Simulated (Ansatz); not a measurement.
`CB(O)CO` + H₂O → `OCB(O)O` + CH₄  (formal hydrolysis of a B–C bond)

Gas-phase electronic energies from Ansatz, PBE0-D4/def2-TZVP geometries. CCSD(T)/CBS adds triple-zeta CCSD(T) − MP2 to the extrapolated MP2 energy (def2 sets, frozen cores). This one scheme is used for every species. DFT in def2-TZVPP. Each species was taken in one conformer, which may not be the lowest.

`CB(O)CO`:

Cartesian coordinates in Å:
```
C -1.226 -0.588 -0.328
B -0.206 0.525 0.102
O -0.564 1.829 0.264
C 1.319 0.213 0.364
O 1.706 -1.153 0.284
H -0.960 -0.990 -1.313
H -2.265 -0.251 -0.386
H -1.176 -1.437 0.361
H -1.496 1.991 0.099
H 1.942 0.840 -0.296
H 1.570 0.542 1.379
H 1.356 -1.520 -0.530
```

H₂O:

Z-matrix (Å, degrees):
```
O
H 1 0.960
H 1 0.960 2 105.1
```

`OCB(O)O`:

Z-matrix (Å, degrees):
```
C
B 1 1.580
O 1 1.425 2 107.6
H 1 1.099 2 109.9 3 -121.5
H 1 1.099 2 109.9 3 121.5
O 2 1.360 1 119.4 3 -179.9
O 2 1.358 1 120.0 3 0.1
H 3 0.959 1 109.7 2 -179.9
H 6 0.961 2 112.1 1 -180.0
H 7 0.965 2 109.5 1 -0.0
```

CH₄:

Cartesian coordinates in Å:
```
C 0.000 0.000 0.000
H 0.566 -0.749 0.553
H -0.935 -0.436 -0.350
H 0.585 0.339 -0.854
H -0.216 0.846 0.651
```

| level | ΔE (eV) |
| --- | --- |
| r2SCAN-D4 | -1.61 |
| HF/def2-QZVPP | -1.73 |
| MP2/def2-QZVPP | -1.56 |
| SCS-MP2/def2-QZVPP | -1.58 |

Problem. What does CCSD(T)/CBS give? (Estimate.)

Solution. Ansatz gave: -1.54 eV. The listed levels differ from it by -0.07, -0.19, -0.02, -0.04 eV.

Largest T1 diagnostic among the species: 0.012.

The D4 term adds +0.03 eV with B3LYP and +0.02 eV with PBE0; it sums over pairs of atoms, weighted by their polarisabilities, and B3LYP, whose exchange is more repulsive, gets the larger term. In def2-TZVPP, CCSD(T) changes the Hartree–Fock value by +0.16 eV (the triples alone add +0.01 eV) and MP2 by +0.15 eV.

B3LYP here is the variant with VWN-RPA as its local correlation; programs differ in this.
